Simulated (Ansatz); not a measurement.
Start from `C=C(S)CC` and change one atom or group to get `C=[C]([AlH2])S`.

Ansatz, PBE0-D4/def2-TZVP geometries, multiplicity 1. Each molecule was computed in one conformer, which needn't be the lowest.

```tsv
property	`C=C(S)CC`
LUMO energy (PBE0/def2-TZVPP) / eV	0.01
size of the dipole moment (ωB97M-V/def2-TZVPP) / D	1.45
HOMO–LUMO gap (PBE/def2-TZVPP) / eV	4.42
HOMO–LUMO gap (PBE0/def2-TZVPP) / eV	6.48
zero-point energy (PBE0-D4/def2-TZVP) / kJ/mol	284.3
size of the dipole moment (B3LYP/def2-TZVPP) / D	1.45
```

Task: What does the change do to each property? (Best estimate.)

Result: The calculation gave: 
```tsv
property	`C=[C]([AlH2])S`	shift
LUMO energy (PBE0/def2-TZVPP) / eV	-1.83	-1.84
size of the dipole moment (ωB97M-V/def2-TZVPP) / D	0.77	-0.68
HOMO–LUMO gap (PBE/def2-TZVPP) / eV	2.91	-1.51
HOMO–LUMO gap (PBE0/def2-TZVPP) / eV	4.73	-1.75
zero-point energy (PBE0-D4/def2-TZVP) / kJ/mol	143.8	-140.5
size of the dipole moment (B3LYP/def2-TZVPP) / D	0.71	-0.74
```

With PBE0 the HOMO falls by 0.09 eV and the LUMO falls by 1.84 eV, so the gap narrows by about 1.75 eV. PBE moves the HOMO by -0.14 eV and ωB97M-V by -0.04 eV. The zero-point energy changes by -140.5 kJ/mol with -12 modes. Dipoles are sizes alone; their direction can turn.

Positive LUMOs are unbound, so they and the gaps depend on the basis.

B3LYP here is the variant with VWN-RPA as its local correlation; programs differ in this.
